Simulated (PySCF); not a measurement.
²⁹Si chemical shifts

[PySCF 2.14: structure optimised with GFN2-xTB; σ from GIAO-PBE0/pcSseg-1; one computed conformer; relativity neglected; no solvent model; one averaged value for each set of equivalent atoms]

Shieldings were converted by a linear fit to measured shifts: ²⁹Si (scatter 8.9 ppm rms, 25.8 ppm with the 6 outliers that the fit left out vs TMS, solution or neat liquid). Occasional misses reach two or three times the rms, and more in compound classes unlike the fitted ones.

**Question.** Give the ²⁹Si shifts of `C=C[Si@@H](O[SiH2]N)N(C)C`, `CO[SiH2][C@@H]1[SiH2][C@H]1C#N`, `C/C(F)=C(\CF)[SiH2]C[SiH3]`, `CO[SiH2][C@@H]1C[Si@H]1C#N`, `C#C[Si@@H](C)NC(=O)[SiH3]`, `CC(=O)C#C[Si@H](N)[SiH3]`, `C[C@@H]1CN[Si@](O)(C[SiH3])N1`.

**Answer.** 
| compound | environment | δ (ppm) |
| --- | --- | --- |
| [CH2:1]=[CH:2][Si@@H:3]([O:4][SiH2:5][NH2:6])[N:7]([CH3:8])[CH3:9] | Si3: silicon bonded to C, N, O, H | -36.8 |
| [CH2:1]=[CH:2][Si@@H:3]([O:4][SiH2:5][NH2:6])[N:7]([CH3:8])[CH3:9] | Si5: silicon bonded to N, O, 2 H | -37.2 |
| [CH3:1][O:2][SiH2:3][C@@H:4]1[SiH2:5][C@H:6]1[C:7]#[N:8] | Si3: silicon bonded to C, O, 2 H | -22.9 |
| [CH3:1][O:2][SiH2:3][C@@H:4]1[SiH2:5][C@H:6]1[C:7]#[N:8] | Si5: silicon bonded to 2 C, 2 H, in a 3-membered ring | -113.3 |
| [CH3:1]/[C:2]([F:3])=[C:4](\[CH2:5][F:6])[SiH2:7][CH2:8][SiH3:9] | Si7: silicon bonded to 2 C, 2 H | -52.5 |
| [CH3:1]/[C:2]([F:3])=[C:4](\[CH2:5][F:6])[SiH2:7][CH2:8][SiH3:9] | Si9: silicon bonded to C, 3 H | -69.0 |
| [CH3:1][O:2][SiH2:3][C@@H:4]1[CH2:5][Si@H:6]1[C:7]#[N:8] | Si3: silicon bonded to C, O, 2 H | -20.8 |
| [CH3:1][O:2][SiH2:3][C@@H:4]1[CH2:5][Si@H:6]1[C:7]#[N:8] | Si6: silicon bonded to 3 C, H, in a 3-membered ring | -129.5 |
| [CH:1]#[C:2][Si@@H:3]([CH3:4])[NH:5][C:6](=[O:7])[SiH3:8] | Si3: silicon bonded to 2 C, N, H | -44.1 |
| [CH:1]#[C:2][Si@@H:3]([CH3:4])[NH:5][C:6](=[O:7])[SiH3:8] | Si8: silicon bonded to C, 3 H | -81.0 |
| [CH3:1][C:2](=[O:3])[C:4]#[C:5][Si@H:6]([NH2:7])[SiH3:8] | Si6: silicon bonded to C, N, Si, H | -55.2 |
| [CH3:1][C:2](=[O:3])[C:4]#[C:5][Si@H:6]([NH2:7])[SiH3:8] | Si8: silicon bonded to Si, 3 H | -99.6 |
| [CH3:1][C@@H:2]1[CH2:3][NH:4][Si@:5]([OH:6])([CH2:7][SiH3:8])[NH:9]1 | Si5: silicon bonded to C, 2 N, O, in a 5-membered ring | -21.4 |
| [CH3:1][C@@H:2]1[CH2:3][NH:4][Si@:5]([OH:6])([CH2:7][SiH3:8])[NH:9]1 | Si8: silicon bonded to C, 3 H | -69.0 |
